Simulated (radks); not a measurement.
The numbers below are computed, except where a source is named.
Excited configurations of Bi: one electron is placed in a higher orbital outside [Hg] 6p2. The ground configuration is [Hg] 6p3. Level of theory: scalar-relativistic Kohn-Sham, PBEsol, spin-unpolarised, spherical densities, finite nucleus; Fermi nuclear charge, rms radius 5.5211 fm (a radial shooting solver on a logarithmic mesh with Libxc functionals). Excitation = E - E(ground); binding = E(ion) - E, where the ion is the core of charge +1; n* = 1/sqrt(2 binding) in atomic units, and the quantum defect is n - n*.

outer orbital,excitation (eV),binding (eV),quantum defect,eigenvalue (eV)
6d,6.146,1.806,3.255,-0.677
6f,7.322,0.629,1.350,-0.360
7s,4.634,3.318,4.975,-1.881
7p,5.828,2.123,4.469,-1.163
7f,7.495,0.456,1.540,-0.282

The Delta-SCF ionisation energy is 7.951 eV (NIST Atomic Spectra Database: 7.286 eV, measured). Self-interaction in the functional shifts the binding energies and quantum defects, so they are the method's values and not measured ones. Spin polarisation and multiplet splitting are left out, so open shells lie too high by an amount that depends on their filling. Spin-orbit splitting is averaged out at the scalar-relativistic level.

Beside tabulated values, note that spin-unpolarised runs miss the spin-polarisation part of the exchange energy of open shells, and scalar-relativistic runs lack spin-orbit coupling.
